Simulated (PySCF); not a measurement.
C₃H₁₂O₃Si₂, SMILES CO[Si](C)(OC)O[SiH3], singlet, GFN2-xTB optimised geometry.

```
20

Si     1.27    -2.26     0.00
O      0.78    -0.72     0.00
Si     0.35     0.63     0.81
C      0.26     2.04    -0.43
O     -1.03     0.31     1.62
C     -2.19    -0.29     1.11
O      1.45     1.07     1.92
C      1.91     0.31     3.01
H      2.74    -2.26     0.00
H      0.70    -2.80    -1.23
H      0.77    -2.95     1.19
H     -0.42     1.80    -1.24
H     -0.09     2.95     0.04
H      1.23     2.25    -0.87
H     -2.81    -0.58     1.95
H     -1.94    -1.17     0.51
H     -2.74     0.42     0.48
H      2.29    -0.66     2.67
H      2.71     0.87     3.49
H      1.10     0.14     3.72
```

Density from PySCF 2.14.0 with PBE0/def2-SVP at that geometry.

Minimum of the electron density along straight lines between bonded atoms, close to the bond critical point (lines longer than 1.1 times the sum of covalent radii, or with two minima, are not listed):

| bond | length / Å | ρ at the minimum / e bohr⁻³ | ∇²ρ there / e bohr⁻⁵ | position (fraction from the first atom) |
|---|---|---|---|---|
| Si1–O2 | 1.616 | 0.128 | 1.11 | 0.42 |
| O2–Si3 | 1.632 | 0.123 | 1.04 | 0.59 |
| Si3–C4 | 1.885 | 0.118 | 0.32 | 0.38 |
| Si3–O5 | 1.631 | 0.129 | 1.07 | 0.41 |
| O5–C6 | 1.402 | 0.255 | -0.31 | 0.66 |
| Si3–O7 | 1.616 | 0.133 | 1.13 | 0.41 |
| O7–C8 | 1.402 | 0.254 | -0.30 | 0.66 |
| Si1–H9 | 1.463 | 0.119 | 0.32 | 0.49 |
| Si1–H10 | 1.462 | 0.120 | 0.33 | 0.49 |
| Si1–H11 | 1.467 | 0.118 | 0.32 | 0.49 |
| C4–H12 | 1.085 | 0.272 | -0.97 | 0.62 |
| C4–H13 | 1.084 | 0.273 | -0.98 | 0.63 |
| C4–H14 | 1.084 | 0.273 | -0.98 | 0.63 |
| C6–H15 | 1.091 | 0.283 | -1.09 | 0.64 |
| C6–H16 | 1.093 | 0.281 | -1.06 | 0.63 |
| C6–H17 | 1.092 | 0.281 | -1.06 | 0.63 |
| C8–H18 | 1.093 | 0.280 | -1.05 | 0.63 |
| C8–H19 | 1.090 | 0.283 | -1.09 | 0.64 |
| C8–H20 | 1.091 | 0.283 | -1.08 | 0.64 |
